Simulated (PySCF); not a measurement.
# Field gradients at the hydrogen positions

C7H11FSi.
Numbering: `[CH3:1][C@@:2]1([F:3])[CH:4]=[CH:5][CH:6]=[C:7]1[CH2:8][SiH3:9]` (hydrogens: H10, H11, H12 on C1; H13 on C4; H14 on C5; H15 on C6; H16, H17 on C8; H18, H19, H20 on Si9)

Structure used (GFN2-xTB), in Å, numbered top down from 1:
```
atom  x, y, z in Å
C1    -1.2866    1.4221    0.9097
C2    -0.8208    0.0004    0.6045
F3    -0.1606   -0.4824    1.7319
C4    -1.9784   -0.8857    0.2162
C5    -1.8044   -1.3026   -1.0395
C6    -0.5380   -0.8048   -1.5531
C7     0.0789   -0.0659   -0.6183
C8     1.4058    0.5704   -0.6602
Si9    2.6601   -0.3192    0.4944
H10   -1.9786    1.4088    1.7486
H11   -1.7842    1.8371    0.0376
H12   -0.4317    2.0418    1.1711
H13   -2.7987   -1.0788    0.8801
H14   -2.4763   -1.9183   -1.6110
H15   -0.1678   -1.0219   -2.5391
H16    1.7772    0.5536   -1.6851
H17    1.3368    1.6142   -0.3492
H18    2.4844   -1.7630    0.3647
H19    3.9932    0.0737    0.0230
H20    2.4845    0.1313    1.8705
```

Level: PBE0/pcSseg-1 (PySCF, non-relativistic); Q(2H) = 0.00286 b; rigid geometry, the same for H and D, with no vibrational averaging.

Problem. Rank these positions by the coupling χzz of a deuteron there, largest first.
A. H19 (Si–H hydrogen)
B. H11 (methyl hydrogen)
C. H15 (vinylic hydrogen)
D. H13 (vinylic hydrogen)
E. H20 (Si–H hydrogen)

Solution. D (232 kHz), C (228 kHz), B (211 kHz), E (112 kHz), A (108 kHz).

Problem. Tabulate Vzz, the asymmetry η and χzz = 234.96 MHz × Q × Vzz for every hydrogen position.

Solution. 
```json
{"atom": "H10", "bonded to": "C1", "bond length (Å)": "1.088", "Vzz (au)": "0.3134", "η": "0.03", "χzz (kHz)": "211"}
{"atom": "H11", "bonded to": "C1", "bond length (Å)": "1.086", "Vzz (au)": "0.3147", "η": "0.03", "χzz (kHz)": "211"}
{"atom": "H12", "bonded to": "C1", "bond length (Å)": "1.088", "Vzz (au)": "0.3137", "η": "0.03", "χzz (kHz)": "211"}
{"atom": "H13", "bonded to": "C4", "bond length (Å)": "1.073", "Vzz (au)": "0.3460", "η": "0.06", "χzz (kHz)": "232"}
{"atom": "H14", "bonded to": "C5", "bond length (Å)": "1.076", "Vzz (au)": "0.3379", "η": "0.04", "χzz (kHz)": "227"}
{"atom": "H15", "bonded to": "C6", "bond length (Å)": "1.075", "Vzz (au)": "0.3396", "η": "0.06", "χzz (kHz)": "228"}
{"atom": "H16", "bonded to": "C8", "bond length (Å)": "1.090", "Vzz (au)": "0.3125", "η": "0.04", "χzz (kHz)": "210"}
{"atom": "H17", "bonded to": "C8", "bond length (Å)": "1.091", "Vzz (au)": "0.3120", "η": "0.04", "χzz (kHz)": "210"}
{"atom": "H18", "bonded to": "Si9", "bond length (Å)": "1.460", "Vzz (au)": "0.1653", "η": "0.02", "χzz (kHz)": "111"}
{"atom": "H19", "bonded to": "Si9", "bond length (Å)": "1.468", "Vzz (au)": "0.1600", "η": "0.01", "χzz (kHz)": "108"}
{"atom": "H20", "bonded to": "Si9", "bond length (Å)": "1.459", "Vzz (au)": "0.1663", "η": "0.03", "χzz (kHz)": "112"}
```

Problem. Average by the element that carries the hydrogen.

Solution. on C: 218 kHz over 8 positions, mean bond length 1.083 Å; on Si: 110 kHz over 3 positions, mean bond length 1.462 Å.

Problem. How does χzz go with the bond length over the 8 C–H bonds?

Solution. A straight-line fit has a slope of -13.0 kHz for each 0.01 Å, with a correlation coefficient of -0.99, over lengths from 1.073 to 1.091 Å. The longer bonds have the smaller couplings here.

Problem. Give the 2H NMR doublet splittings at H17 for a magnetic field along the z, y and x axes of the gradient: 3χ/2, 3χ(1 + η)/4, 3χ(1 − η)/4.

Solution. With |χ| = 209.6 kHz and η = 0.043: 314, 164 and 151 kHz, to first order and without motion.

One conformer (not necessarily the lowest) at the GFN2-xTB geometry, without solvent, vibrations or thermal averaging. GFN2-xTB bond lengths can be off by several hundredths of an ångström, more for odd bonds, and the gradients follow them. The basis is small and wasn't made for field gradients, so the couplings can be 20 % off.
